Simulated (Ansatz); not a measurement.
Molecular dynamics of BFH₆OSi

input.yaml

```yaml
crystal:
  periodic: [false, false, false]
  atoms:
    - { symbol: B, position_ang: [0.084294, 0.213053, 0.116943] }
    - { symbol: H, position_ang: [-0.256995, -0.571286, 1.168002] }
    - { symbol: O, position_ang: [1.426981, -0.007135, -0.210098] }
    - { symbol: H, position_ang: [1.563233, -0.910236, -0.521867] }
    - { symbol: F, position_ang: [-0.937136, 0.068682, -0.78686] }
    - { symbol: Si, position_ang: [0.098045, 2.285471, 0.763289] }
    - { symbol: H, position_ang: [1.09293, 2.609214, 1.822988] }
    - { symbol: H, position_ang: [0.517822, 2.871354, -0.536768] }
    - { symbol: H, position_ang: [-1.232157, 2.830777, 1.155807] }
    - { symbol: H, position_ang: [-0.248019, 0.446507, 1.323466] }
basis:
  gaussian: { orbitals: "6-31G*" }
hamiltonian:
  xc: pbe0
  dispersion: d4
md:
  timestep: 0.5
  n_steps: 200
  ensemble: nve
  temperature: 300.0
  initial_velocities: maxwell_boltzmann
  seed: 8299
```

Run as:

```bash
$ ansatz run input.yaml --threads 1 --pin off --max-ram 2048MiB --backend cpu --events-out ev --progress --plain --runs-dir out
```

It starts at the highest image of a converged band. Of that band: Neighbouring images differ by up to 1.7 eV, so the band resolves the path poorly. A vibrational analysis at the climbing image gives one clearly imaginary mode, 1169i cm⁻¹: a first-order saddle point.

Output, in part (step lines, the closing report, with atoms numbered from 0):

```
md step     0: t =     0.00 fs  T =   300.0 K  F+E_penalty+E_count = -13405.75221383 eV  E_kin = 0.310224 eV  conserved = -13405.44198983 eV  (25 SCF iters)
[... lines left out ...]
Total energy: -13406.85802937 eV, -492.6929450845 hartree
Atom 0 at     0.293925     0.584468     0.018508 Å, force    -0.397412    -1.248064    -2.995117 eV/Å
Atom 1 at    -2.331334    -6.633863     6.143159 Å, force     0.645971    -0.246394    -0.091006 eV/Å
Atom 2 at     1.461247    -0.022980    -0.359246 Å, force    -0.653788     0.282702     0.372029 eV/Å
Atom 3 at     1.356585    -0.434110    -1.237603 Å, force    -0.103457    -0.197803     0.452438 eV/Å
Atom 4 at    -0.828894     0.311750    -0.754977 Å, force     0.939474    -0.460363     0.885012 eV/Å
Atom 5 at     0.109999     2.410423     0.561331 Å, force     0.549461     2.379926     0.917990 eV/Å
Atom 6 at     1.269838     2.950633     1.391285 Å, force    -0.553532    -0.131911    -0.191238 eV/Å
Atom 7 at     0.194859     3.133257    -0.785694 Å, force     0.028657    -0.403783     0.462052 eV/Å
Atom 8 at    -1.214904     2.843615     1.111562 Å, force     0.190567    -0.220736     0.096860 eV/Å
Atom 9 at    -3.003399    -6.377514     6.237888 Å, force    -0.645941     0.246425     0.090979 eV/Å
Dipole moment:     0.058138    -0.241116    -0.135655 e Å
```

The steps, from the saved trajectory:

```csv
time (fs),T (K),potential energy less start (eV),conserved less start (meV/atom)
0,300,0.000,0.00
3,228,0.075,0.07
6,265,0.037,0.06
9,373,-0.076,-0.05
12,558,-0.267,-0.08
15,827,-0.544,0.10
18,1130,-0.859,0.02
21,1451,-1.191,-0.11
24,1644,-1.391,-0.14
27,1688,-1.436,-0.05
30,1659,-1.404,0.11
33,1630,-1.375,-0.01
36,1642,-1.389,-0.12
39,1581,-1.325,-0.10
42,1459,-1.198,0.01
45,1379,-1.115,0.12
48,1369,-1.106,-0.03
51,1430,-1.170,-0.14
54,1388,-1.126,-0.10
57,1275,-1.008,0.03
60,1252,-0.983,0.14
63,1371,-1.108,-0.05
66,1538,-1.281,-0.16
69,1567,-1.311,-0.09
72,1552,-1.294,0.03
75,1607,-1.350,0.11
78,1677,-1.424,-0.07
81,1715,-1.464,-0.14
84,1688,-1.436,-0.08
87,1643,-1.389,0.03
90,1580,-1.323,0.10
93,1482,-1.223,-0.07
96,1405,-1.144,-0.13
99,1353,-1.090,-0.06
```

All steps were run. The conserved energy stayed within 0.24 meV per atom of its start (net change -0.21 meV per atom), so the integration is sound. The kinetic energy rose, since the run started high on the potential surface and went downhill. It ends in pieces (BFH4OSi + H2), so much of that is their flight and rotation, not heat. A run of 0.1 ps of so small a system gives no equilibrium averages. The orbitals stay closed-shell, which can raise the energy where a bond breaks towards radicals; this wasn't checked here.

Between its relaxed ends the band would form B1–Si6, H2–H10 and break B1–H2, Si6–H10. These pairs go: B1–Si6 2.17 → 1.91 Å, H2–H10 1.03 → 0.73 Å, B1–H2 1.36 → 9.82 Å, Si6–H10 1.95 → 10.92 Å. In the last frame they stand as after the step (other bonds may differ from the relaxed reactants and products). Also parted: B1–H10 1.27 → 9.90 Å. It ends as BFH4OSi + H2. Pairs count as bonded within 1.25 times the sum of covalent radii (0.12 Å more for H–H).

Last frame:

```xyz
10
Properties=species:S:1:pos:R:3
B 0.294 0.585 0.018
H -2.331 -6.634 6.143
O 1.461 -0.023 -0.359
H 1.357 -0.434 -1.238
F -0.829 0.312 -0.755
Si 0.110 2.410 0.561
H 1.270 2.951 1.391
H 0.195 3.133 -0.786
H -1.215 2.844 1.112
H -3.003 -6.378 6.238
```

Time of the run: 9.6 min on 1 thread of Arm Neoverse V1 (shared host), peak memory 0.17 GiB.
